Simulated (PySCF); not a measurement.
Species: CH6Cl2Ge2.
Numbering: `[Cl:1][GeH2:2][CH2:3][GeH2:4][Cl:5]` (hydrogens: H6, H7 on Ge2; H8, H9 on C3; H10, H11 on Ge4)

Computed with PBE0-D3(BJ)/def2-SVP geometry optimisation, gas phase in PySCF.

Q: Give the optimised bond lengths and angles.

A: 
```csv
bond,length (Å),order
"Cl1–Ge2, Ge4–Cl5",2.172,single
"Ge2–C3, C3–Ge4",1.947,single
Ge2–H6 and 3 like bonds,1.535,single
"C3–H8, C3–H9",1.102,single
```

Bonds in one row agree within 0.01 Å and their mean is given. Orders are formal, as drawn. A selection of angles:
```csv
angle,degrees
Cl1–Ge2–C3,105.3
Cl1–Ge2–H6,107.3
C3–Ge2–H6,113.3
C3–Ge2–H7,111.7
H6–Ge2–H7,112.0
Ge2–C3–Ge4,114.7
Ge2–C3–H8,108.0
Ge2–C3–H9,109.0
H8–C3–H9,107.8
```

Torsions: Cl1–Ge2–C3–Ge4 -60° (synclinal); Ge2–C3–Ge4–Cl5 -55° (synclinal). The mirror-image conformer, all signs reversed, is as good.

Ge2 (germanium bonded to C, Cl and 2 H) is distorted tetrahedral (angles from 105.3° to 113.3°).

Point group: near C2, missed by 0.10 Å at most; the miss may be what the optimiser left on a soft mode. Not checked by PBE0-D3(BJ)/def2-SVP frequencies. The numbers are those of one conformer.
